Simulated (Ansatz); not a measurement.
An input meant for Cu₅H₄ (charge 0, doublet).

```yaml
crystal:
  periodic: [false, false, false]
  atoms:
    - {symbol: Cu, position_ang: [1.284104, -0.855421, 0.735832]}
    - {symbol: Cu, position_ang: [1.004340, 0.316690, -1.345234]}
    - {symbol: Cu, position_ang: [-1.345690, 0.570998, -0.890728]}
    - {symbol: Cu, position_ang: [-1.015859, -0.304887, 1.494104]}
    - {symbol: Cu, position_ang: [-1.065859, -0.604887, 1.194104]}
    - {symbol: H, position_ang: [-2.307132, 0.017120, 0.318730]}
    - {symbol: H, position_ang: [-0.315138, 0.904416, -2.124749]}
    - {symbol: H, position_ang: [2.214394, -0.467467, -0.560198]}
    - {symbol: H, position_ang: [0.222028, -1.354471, 1.883490]}
basis:
  gaussian: {orbitals: 6-31G}
magnetization: {spin_polarized: true, initial_magnetization: 1}
hamiltonian: {xc: {name: r2SCAN50}, dispersion: d4}
scf: {lower_state_search: off}
output: {forces: true}
```

```sh
$ ansatz run in.yaml --threads 4 --pin off --events-out ev --progress --plain --max-ram 4787MiB
```

Output, abridged:

```
Functional definition: r2SCAN50
1575 factors; integrals over basis functions are off by at most 5.3e-4 eV
mean field evaluation 1: about -220774.9965 eV, gradient 1.0e2 eV
mean field evaluation 2: about -218894.5396 eV, gradient 5.5e2 eV
mean field evaluation 4: about -220807.0874 eV, gradient 4.5e1 eV
mean field evaluation 8: about -220813.4264 eV, gradient 8.3e-1 eV
mean field evaluation 16: about -220814.6145 eV, gradient 2.9e-2 eV
mean field evaluation 32: about -220814.6147 eV, gradient 1.0e-4 eV
a density is far from that of the atoms, so the factors are made again for it
1817 factors; integrals over basis functions are off by at most 1.5e-4 eV
mean field -220814.61536484 eV, -8114.7874411360 hartree, gradient 3.7e-6 eV, S^2 0.766896; 0 other end points of the search recorded, 0 dependent functions left out
reference -220814.61538075 eV, -8114.7874417207 hartree; 75, 74 occupied and 78, 79 virtual orbitals, 1817 factors
Total energy: -220814.73885228 eV, -8114.7919792156 hartree
Atom 0 at     1.284104    -0.855421     0.735832 Å, force    -0.533050     0.759637    -1.140750 eV/Å
Atom 1 at     1.004340     0.316690    -1.345234 Å, force    -0.800113    -0.420991     0.892023 eV/Å
Atom 2 at    -1.345690     0.570998    -0.890728 Å, force     1.265947    -0.310921     0.204797 eV/Å
Atom 3 at    -1.015859    -0.304887     1.494104 Å, force  2044.733980 12263.026716 12260.552740 eV/Å
Atom 4 at    -1.065859    -0.604887     1.194104 Å, force -2044.711212 -12262.895408 -12260.385172 eV/Å
Atom 5 at    -2.307132     0.017120     0.318730 Å, force    -1.999591     1.170590    -1.891793 eV/Å
Atom 6 at    -0.315138     0.904416    -2.124749 Å, force     0.176502    -0.123935     0.522427 eV/Å
Atom 7 at     2.214394    -0.467467    -0.560198 Å, force    -0.552229     0.193147     0.189396 eV/Å
Atom 8 at     0.222028    -1.354471     1.883490 Å, force     2.419765    -1.398834     1.056334 eV/Å
Dipole moment:     0.159319     0.251695    -0.004608 e Å
Checks for a lower state left out: stability, starts, cluster_reference, orbital_swaps, neighbouring_geometries, increment
```

In this input one atom was put on top of another. Self-consistency was reached. The result belongs to that input, not to the species as meant.

The 6-31G sets use Cartesian d functions.
